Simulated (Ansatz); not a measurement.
Born–Oppenheimer molecular dynamics of a periodic cell of 24 atoms, CO2 (contents 8 CO2, density as packed 1.11 g/cm³ with natural masses). It starts from a partly relaxed structure (largest force component 0.54 eV/Å).

These are results of DFT PBE-D3(BJ), scalar-relativistic, plane waves, PAW in Ansatz 0.2.0, not measurements. Settings: cutoff 420 eV, k mesh 1x1x1, fermi-dirac smearing 0.05 eV, no spin polarisation.

* ensemble: NVT, Langevin thermostat
* time step: 1.5 fs
* steps asked: 50
* set temperature: 1500 K
* friction: 0.02 /fs
* seed: 763983

First frame:

```xyz
24
Lattice="8.0825 0.0000 0.0000 0.0000 8.0825 0.0000 0.0000 0.0000 8.0825" Properties=species:S:1:pos:R:3
C 4.794 6.612 7.355
O 5.053 7.514 8.052
O 4.540 5.698 6.664
C 8.204 3.612 4.916
O 7.476 4.101 4.138
O 8.944 3.135 5.683
C 0.232 1.785 1.376
O 0.951 1.857 2.301
O -0.483 1.718 0.452
C 5.087 0.919 4.894
O 3.975 0.562 4.947
O 6.207 1.256 4.841
C 4.421 4.830 3.529
O 4.797 5.848 3.075
O 4.033 3.806 3.962
C 0.793 6.648 3.162
O 1.551 6.418 4.030
O 0.034 6.871 2.294
C 3.352 3.273 -0.112
O 2.533 3.972 0.361
O 4.178 2.577 -0.563
C 0.781 6.786 7.208
O -0.167 6.216 6.828
O 1.729 7.355 7.588
```

Q: What does the run give?

A: The run went to its last step.

* steps done: 50
* time covered: 75 fs
* mean temperature over the second half: 1381 K
* spread of the potential energy over the second half: 15.1 meV per atom
* mean potential energy of the second half above the start: 107.5 meV per atom

A run of 0.075 ps of so small a system gives no equilibrium averages. Limits of this set-up: coarse k mesh.

Q: What happens to the structure?

A: Mean squared displacements from the first frame to the last, about the centre of mass: C 0.17 Å², O 0.49 Å². The details hang on the random start.

Q: How do temperature and energy run in time?

A: 
```json
{"time (fs)": "0.0", "T (K)": "1438", "potential energy less start (eV)": "0.000"}
{"time (fs)": "3.0", "T (K)": "1208", "potential energy less start (eV)": "1.200"}
{"time (fs)": "6.0", "T (K)": "1115", "potential energy less start (eV)": "1.373"}
{"time (fs)": "9.0", "T (K)": "1018", "potential energy less start (eV)": "1.950"}
{"time (fs)": "12.0", "T (K)": "1078", "potential energy less start (eV)": "1.834"}
{"time (fs)": "15.0", "T (K)": "985", "potential energy less start (eV)": "1.946"}
{"time (fs)": "18.0", "T (K)": "979", "potential energy less start (eV)": "2.232"}
{"time (fs)": "21.0", "T (K)": "1505", "potential energy less start (eV)": "1.256"}
{"time (fs)": "24.0", "T (K)": "1405", "potential energy less start (eV)": "1.563"}
{"time (fs)": "27.0", "T (K)": "1624", "potential energy less start (eV)": "1.303"}
{"time (fs)": "30.0", "T (K)": "1442", "potential energy less start (eV)": "1.991"}
{"time (fs)": "33.0", "T (K)": "1301", "potential energy less start (eV)": "2.368"}
{"time (fs)": "36.0", "T (K)": "1144", "potential energy less start (eV)": "2.505"}
{"time (fs)": "39.0", "T (K)": "1254", "potential energy less start (eV)": "2.791"}
{"time (fs)": "42.0", "T (K)": "1402", "potential energy less start (eV)": "2.548"}
{"time (fs)": "45.0", "T (K)": "1418", "potential energy less start (eV)": "2.599"}
{"time (fs)": "48.0", "T (K)": "1464", "potential energy less start (eV)": "2.525"}
{"time (fs)": "51.0", "T (K)": "1457", "potential energy less start (eV)": "2.049"}
{"time (fs)": "54.0", "T (K)": "1159", "potential energy less start (eV)": "2.627"}
{"time (fs)": "57.0", "T (K)": "1399", "potential energy less start (eV)": "1.873"}
{"time (fs)": "60.0", "T (K)": "1329", "potential energy less start (eV)": "2.317"}
{"time (fs)": "63.0", "T (K)": "1413", "potential energy less start (eV)": "2.539"}
{"time (fs)": "66.0", "T (K)": "1491", "potential energy less start (eV)": "2.698"}
{"time (fs)": "69.0", "T (K)": "1295", "potential energy less start (eV)": "3.096"}
{"time (fs)": "72.0", "T (K)": "1531", "potential energy less start (eV)": "2.692"}
{"time (fs)": "75.0", "T (K)": "1486", "potential energy less start (eV)": "3.409"}
```

Run time: 12 min on 1 thread of Intel(R) Xeon(R) Processor @ 2.50GHz (Skylake/Cascade Lake), on a shared host, peak memory 0.54 GiB.
